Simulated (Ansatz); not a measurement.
System: C3H9Si, charge 0, multiplicity 2. It need not be the lowest isomer of its formula. 
Structure (B3LYP-D3(BJ)/def2-TZVP (Ansatz, a first-principles code) minimum search):
```
Si
H 1 1.4925
C 1 1.8471 2 108.95
H 3 1.0851 1 122.94 2 88.61
H 3 1.0851 4 114.06 1 177.45
C 1 1.8773 2 108.07 3 -119.74
H 6 1.0921 1 111.08 2 61.60
H 6 1.0922 7 107.93 1 -121.89
H 6 1.0922 7 107.80 8 -116.44
C 1 1.8773 2 108.07 3 119.74
H 10 1.0921 1 111.08 2 -61.60
H 10 1.0922 11 107.93 1 121.89
H 10 1.0922 11 107.80 12 116.44
```
Charge 0, spin multiplicity 2.

Basis-set convergence of Hartree-Fock and MP2 correlation energies (hartree) with Ansatz. Valence correlation only, unless marked. Open shells are spin-unrestricted. No spin-orbit coupling. No relativistic terms.

```tsv
basis	functions	E(HF)	E(corr, MP2)
cc-pV(D+d)Z	110	-407.76929	-0.50994
cc-pV(T+d)Z	255	-407.82053	-0.62929
cc-pV(Q+d)Z	499	-407.83162	-0.67036
```

Extrapolating the two largest sets (X = 3 and 4) as X^-3: E(corr) = (64·(-0.67036) - 27·(-0.62929))/37 = -0.7003 Eh, an estimate of the basis-set limit. The largest set recovers 95.7 % of it, the smallest 72.8 %.
